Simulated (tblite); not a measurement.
Compound: C4H11FS2Si2.
Numbering: `[F:1][C@@H:2]1[S:3][CH2:4][S:5][SiH2:6][C@H:7]1[CH2:8][SiH3:9]` (hydrogens: H10 on C2; H11, H12 on C4; H13, H14 on Si6; H15 on C7; H16, H17 on C8; H18, H19, H20 on Si9)

Structure optimised with GFN2-xTB, isolated species.

(1) List the bond lengths, angles and torsions at this level.

Results:

(1) 
| bond | length (Å) | order |
| --- | --- | --- |
| F1–C2 | 1.375 | single |
| C2–S3 | 1.831 | single |
| S3–C4 | 1.811 | single |
| C4–S5 | 1.823 | single |
| S5–Si6 | 2.149 | single |
| Si6–C7 | 1.914 | single |
| C7–C8 | 1.529 | single |
| C8–Si9 | 1.903 | single |
| C2–C7 | 1.524 | single |
| C2–H10 | 1.097 | single |
| C4–H11 | 1.087 | single |
| C4–H12 | 1.088 | single |
| Si6–H13 | 1.450 | single |
| Si6–H14 | 1.460 | single |
| C7–H15 | 1.096 | single |
| C8–H16 | 1.095 | single |
| C8–H17 | 1.092 | single |
| Si9–H18, Si9–H19, Si9–H20 | 1.464 | single |

Bonds in one row agree within 0.01 Å and their mean is given. Orders are formal, as drawn. A selection of angles:
| angle | degrees |
| --- | --- |
| F1–C2–S3 | 109.1 |
| F1–C2–C7 | 110.0 |
| F1–C2–H10 | 106.8 |
| S3–C2–C7 | 114.6 |
| S3–C2–H10 | 104.1 |
| C7–C2–H10 | 112.0 |
| C2–S3–C4 | 100.3 |
| S3–C4–S5 | 115.6 |
| S3–C4–H11 | 105.8 |
| S3–C4–H12 | 108.6 |
| S5–C4–H11 | 106.9 |
| S5–C4–H12 | 109.5 |
| H11–C4–H12 | 110.4 |
| C4–S5–Si6 | 97.6 |
| S5–Si6–C7 | 107.0 |
| S5–Si6–H13 | 104.2 |
| S5–Si6–H14 | 108.3 |
| C7–Si6–H13 | 112.0 |
| C7–Si6–H14 | 109.9 |
| H13–Si6–H14 | 114.9 |
| Si6–C7–C8 | 113.9 |
| Si6–C7–H15 | 108.1 |
| C8–C7–H15 | 109.3 |
| C2–C7–Si6 | 110.1 |
| C2–C7–C8 | 109.8 |
| C2–C7–H15 | 105.2 |
| C7–C8–Si9 | 114.6 |
| C7–C8–H16 | 108.4 |
| C7–C8–H17 | 109.6 |
| Si9–C8–H16 | 108.0 |
| Si9–C8–H17 | 110.1 |
| H16–C8–H17 | 105.7 |
| C8–Si9–H18 | 108.1 |
| C8–Si9–H19 | 110.9 |
| H18–Si9–H19 | 109.4 |

Dihedral angles: F1–C2–S3–C4 -53° (synclinal); C2–S3–C4–S5 -71° (synclinal); S3–C4–S5–Si6 65° (synclinal); C4–S5–Si6–C7 -52° (synclinal); S5–Si6–C7–C8 -65° (synclinal); Si6–C7–C8–Si9 -79° (synclinal); F1–C2–C7–Si6 53° (synclinal).

The 6-membered ring C2–S3–C4–S5–Si6–C7 has internal angles of 97.6° to 115.6° (sum 645°, against 720° for a flat polygon); it is puckered, 0.33 Å rms from its mean plane, widest ring torsion 71°. Si6 (SiH2 silicon) is distorted tetrahedral (angles from 104.2° to 114.9°). Of the pairs four or more bonds apart, F1···H12 is among the closest relative to their van der Waals radii: 2.52 Å, 94 % of the sum of Bondi's values. Si9 (SiH3 silicon) is tetrahedral (angles from 107.9° to 110.9°).

Point group: C1 (no symmetry element, even within 0.4 Å). Its GFN2-xTB frequencies are all real (lowest 32 cm⁻¹). One conformer, not necessarily the lowest.

The run took 1.3 s on Arm Neoverse N1, one thread, shared host with 64 logical CPUs at a one-minute load of 23. This is the geometry optimisation.

All values are computed, not measured.
